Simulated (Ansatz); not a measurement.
HfB12. The state is a quintet with charge 0. Geometry PBE-D4/def2-SVP; atoms count from 1.

Cartesian coordinates in Å:
```
Hf 0.416 1.049 -0.613
B 0.883 0.577 1.698
B -0.567 1.273 1.602
B 1.474 -1.067 -1.652
B -0.104 -1.163 -1.373
B 0.984 -1.327 0.007
B -2.216 1.076 -0.646
B -1.580 0.131 0.682
B -0.640 -1.161 0.297
B 2.021 -0.159 0.865
B -1.714 1.847 0.652
B 2.550 -0.734 -0.527
B -1.507 -0.341 -0.990
```

In the def2 sets Hf takes a core potential; there is no spin–orbit coupling. At PBE0-D4/def2-TZVP a singlet of charge 0 lies 1.83 eV below the quintet, each at its own geometry. The structure comes from a short search, and lower isomers may exist.

(1) Estimate the Mulliken populations from the PBE0/def2-TZVP orbitals of Ansatz.

(2) Where does the spin sit?

(3) And the Mayer bond orders between bonded heavy atoms (over 0.3)?

Results:

(1) 
```tsv
atom	charge (e)	spin (α − β)	d electrons
Hf1	0.17	1.40	2.43
B2	0.09	0.35	–
B3	-0.04	0.15	–
B4	-0.15	0.27	–
B5	0.13	0.11	–
B6	-0.21	0.11	–
B7	-0.12	0.44	–
B8	-0.12	0.07	–
B9	0.39	0.21	–
B10	-0.02	0.05	–
B11	-0.11	0.30	–
B12	-0.04	0.45	–
B13	0.04	0.10	–
```
Mulliken values and Mayer orders depend strongly on the basis.

(2) Summed by element: Hf 1.40, B 2.60, of 4 unpaired in all. Largest on single atoms: Hf1 1.40, B12 0.45, B7 0.44.

(3) Hf1–B2 0.56 (2.40 Å); Hf1–B3 0.51 (2.43 Å); Hf1–B4 0.51 (2.58 Å); Hf1–B5 0.46 (2.40 Å); Hf1–B6 0.40 (2.52 Å); Hf1–B7 0.48 (2.63 Å); Hf1–B8 0.36 (2.55 Å); Hf1–B10 0.47 (2.49 Å); Hf1–B11 0.49 (2.60 Å); Hf1–B12 0.39 (2.78 Å); Hf1–B13 0.48 (2.40 Å); B2–B3 0.99 (1.61 Å); B2–B10 1.04 (1.59 Å); B3–B8 0.65 (1.78 Å); B3–B11 1.03 (1.60 Å); B4–B5 0.92 (1.61 Å); B4–B6 0.66 (1.75 Å); B4–B12 1.09 (1.59 Å); B5–B6 0.52 (1.76 Å); B5–B9 0.57 (1.75 Å); B5–B13 0.70 (1.67 Å); B6–B9 0.76 (1.66 Å); B6–B10 0.61 (1.78 Å); B6–B12 0.59 (1.76 Å); B7–B8 0.61 (1.75 Å); B7–B11 1.13 (1.59 Å); B7–B13 0.92 (1.62 Å); B8–B9 0.80 (1.64 Å); B8–B11 0.65 (1.72 Å); B8–B13 0.55 (1.74 Å); B9–B13 0.57 (1.76 Å); B10–B12 1.03 (1.60 Å).
